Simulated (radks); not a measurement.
Spin polarisation of the 5d5 shell in Re. Start: [Xe] 4f14 5d(up 2.5, down 2.5) 6s2; electrons of 5d are moved from spin down to spin up, other shells keep equal spins. All-electron calculation, non-relativistic Kohn-Sham, PBE, spin-polarised, spherical densities, point nucleus. Program: a radial shooting solver on a logarithmic mesh with Libxc functionals.

moment (Bohr magnetons)  E - E(0) (eV)  e(5d up) (eV)  e(5d down) (eV)  6s down minus up (eV)  5p down minus up (eV)
0                                0.000         -6.842           -6.842                  0.000                  0.000
1                               -0.152         -7.130           -6.522                  0.249                  0.577
2                               -0.609         -7.388           -6.169                  0.499                  1.156
3                               -1.372         -7.615           -5.783                  0.752                  1.738
4                               -2.442         -7.809           -5.361                  1.006                  2.323
5                               -3.818         -7.964           -4.906                  1.257                  2.909

At moment 5 the spin-polarisation energy is -3.818 eV and the 5d exchange splitting 3.057 eV, that is 0.611 eV per Bohr magneton; E = -I m^2/4 would give I = 0.611 eV.
